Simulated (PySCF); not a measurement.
Gas-phase equilibrium of 1 mol SO2, 24 mol O2 at 1200 K and 1.00 bar, among 11 species (S2O, SO2, O2, O, S2, S6, O3, SO, S8, S, SO3). Only gases are allowed; each row takes one source of thermochemistry for all species, and Cantera finds the minimum.

Method: PySCF energies plus ideal-gas RRHO corrections (1 bar). † marks an energy on the PBE0/def2-TZVP geometry and frequencies; other levels use their own. CCSD(T) freezes the core. Open shells (unrestricted) among the columns below: O2 (multiplicity 3), O (multiplicity 3, electronic degeneracy 9), SO (multiplicity 3), S (multiplicity 3, electronic degeneracy 9); the rest are closed-shell singlets. Spin-orbit splitting is ignored; it lowers the true energy and changes the entropy of O, S. CCSD(T) isn't extrapolated to the basis-set limit. The harmonic model lacks anharmonicity and excited electronic states, which grow with temperature; levels with a mode under 35 cm⁻¹ are left out. Warning, large T1 diagnostic: SO2 (CCSD(T)/def2-SVP†).

Molecules larger than those listed are left out.

With CCSD(T)/def2-SVP† thermochemistry: O2 0.96, O 3.5e-7, SO2 0.040, SO3 8.8e-7, SO 5.0e-6, S 8.7e-12.

Question: How far does the composition move with the other sources (HF/def2-TZVP†, M06-2X/def2-TZVP†, PBE0/def2-TZVP, ωB97M-V/def2-TZVP†)?

Answer: 
```json
[
 {"thermochemistry": "CCSD(T)/def2-SVP†", "x O2": "0.96", "x O": "3.5e-7", "x SO2": "0.040", "x SO3": "8.8e-7", "x SO": "5.0e-6", "x S": "8.7e-12"},
 {"thermochemistry": "HF/def2-TZVP†", "x O2": "0.15", "x O": "0.82", "x SO2": "0.023", "x SO3": "5.2e-5", "x SO": "0.00048", "x S": "1.1e-7"},
 {"thermochemistry": "M06-2X/def2-TZVP†", "x O2": "0.96", "x O": "1.9e-8", "x SO2": "0.035", "x SO3": "0.0054", "x SO": "8.9e-10", "x S": "<1e-12"},
 {"thermochemistry": "PBE0/def2-TZVP", "x O2": "0.96", "x O": "1.2e-8", "x SO2": "0.032", "x SO3": "0.0082", "x SO": "2.2e-9", "x S": "<1e-12"},
 {"thermochemistry": "ωB97M-V/def2-TZVP†", "x O2": "0.96", "x O": "1.6e-8", "x SO2": "0.035", "x SO3": "0.0047", "x SO": "2.0e-10", "x S": "<1e-12"}
]
```
The most sensitive of these is O: it spans a factor of 10^7.8 over these rows; at this temperature one factor of ten is RT ln 10 = 23 kJ/mol.
